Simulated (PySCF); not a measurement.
Compound: C5H10O2Si.
SMILES with atom numbers: `[CH2:1]=[C:2]([CH2:3][SiH3:4])[O:5][C:6]([CH3:7])=[O:8]` (hydrogens: H9, H10 on C1; H11, H12 on C3; H13, H14, H15 on Si4; H16, H17, H18 on C7)

Geometry (GFN2-xTB, Å), atoms numbered from 1 in this order:
```xyz
18
C5H10O2Si angstrom
C      0.4075   -2.3328    0.5050
C      0.2957   -1.0156    0.4232
C      1.2432   -0.0243    0.9921
Si     2.1390    0.9410   -0.3925
O     -0.7483   -0.5049   -0.3600
C     -1.5731    0.4406    0.1091
C     -2.5532    0.8465   -0.9612
O     -1.5399    0.8976    1.2196
H      1.2185   -2.7854    1.0436
H     -0.3081   -2.9857    0.0385
H      0.6958    0.6798    1.6196
H      1.9605   -0.5436    1.6251
H      2.9464   -0.0009   -1.1687
H      1.1618    1.5867   -1.2714
H      2.9793    1.9550    0.2438
H     -2.0471    1.5058   -1.6638
H     -3.3876    1.3755   -0.5112
H     -2.8992   -0.0291   -1.5027
```

Level of theory: TDDFT CAM-B3LYP/def2-SVPD, vertical, gas phase, core orbitals frozen in the response in PySCF 2.14.0, density-fitted response routines.

Frontier orbitals with the atoms that hold most of them (Löwdin shares over 4%, at most four atoms; ? is withheld):

| orbital | ε (eV) | atoms |
| --- | --- | --- |
| HOMO-3 | -11.07 | Si4 23%, H15 20%, C3 18%, C2 12% |
| HOMO-2 | -10.77 | O5 28%, O8 26%, C3 12%, Si4 9% |
| HOMO-1 | -9.76 | ? |
| HOMO | -8.53 | C1 33%, C2 24%, C3 10%, O5 9% |
| LUMO | 0.74 | ? |
| LUMO+1 | 1.03 | Si4 26%, C7 10%, C1 8%, C6 7% |
| LUMO+2 | 1.50 | Si4 36%, H14 11%, H13 10%, H15 9% |

Q: Give the leading atoms of the HOMO-1.

A: O8 (bonded to C) 62%; C7 (bonded to C and 3 H) 9%; C6 (bonded to C and 2 O) 8%; O5 (bonded to 2 C) 8%. By element: oxygen 70%, carbon 17% or more.

Q: Give the leading atoms of the LUMO.

A: C6 (bonded to C and 2 O) 18%; C1 (bonded to C and 2 H) 16%; C2 (bonded to 2 C and O) 15%; O8 (bonded to C) 14%. By element: carbon 49% or more, oxygen 14% or more.

Q: The HOMO–LUMO gap is 9.26 eV. Where does the response calculation put the lowest singlet, and from which orbitals?

A: S1 is at 5.75 eV (f = 0.019), 3.51 eV below the gap, made of HOMO-1→LUMO (46%), HOMO→LUMO (20%), HOMO-1→LUMO+3 (13%). Its leading pair isn't HOMO and LUMO; the energies of that pair differ by 10.49 eV. Without the coupling terms of the response equations the lowest excitation would equal the gap.

Q: Give energy, strength and leading configuration of S2 and S3, and follow the Löwdin shares of the leading atoms from the occupied to the empty orbital.

A: 
- S2 (6.59 eV, f 0.297), HOMO→LUMO (74%): C1 33% → 16%, C2 24% → 15%, C6 at most 10% → 18%
- S3 (6.82 eV, f 0.0038), HOMO→LUMO+1 (76%): C1 33% → 8%, C2 24% → at most 7%, Si4 at most 10% → 26%, C7 at most 10% → 10%

Löwdin shares depend on the basis, the more so with diffuse functions.

One conformer stands for the species.
